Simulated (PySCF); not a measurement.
C5H5FSi. Atoms are numbered in the order given.

```xyz
12

C     -0.2102    -1.4011     2.4913
C     -0.0807    -0.7200     1.4948
Si     0.0788     0.3297     0.0000
C     -1.1581     1.7079     0.0000
F      1.5810     0.9594     0.0000
C     -0.0807    -0.7200    -1.4948
C     -0.2102    -1.4011    -2.4913
H     -0.3211    -2.0085     3.3744
H     -1.0349     2.3371     0.8952
H     -1.0349     2.3371    -0.8952
H     -2.1807     1.2985     0.0000
H     -0.3211    -2.0085    -3.3744
```

The structure is a stationary point at ωB97X-D3(BJ)/def2-SVP.

The numbers are results of HF/pcSseg-1 run with PySCF, not measurements.

GIAO shieldings, no solvent; atoms alike by connectivity are averaged. δ = σ(ref) − σ: ¹³C against TMS (σ = 192.6 ppm); ²⁹Si against TMS (σ = 393.8 ppm); ¹⁹F against CFCl3 (σ = 238.5 ppm); ¹H against TMS (σ = 31.99 ppm), references at their B3LYP-D3(BJ)/def2-TZVP geometries, non-relativistic.

Computed chemical shifts:
```tsv
nucleus	atoms	count	δ (ppm)
¹³C	C1, C7	2	109.3
¹³C	C2, C6	2	85.9
¹³C	C4	1	3.2
²⁹Si	Si3	1	-30.5
¹⁹F	F5	1	-133.9
¹H	H8, H12	2	3.17
¹H	H9, H10, H11	3	0.82
```
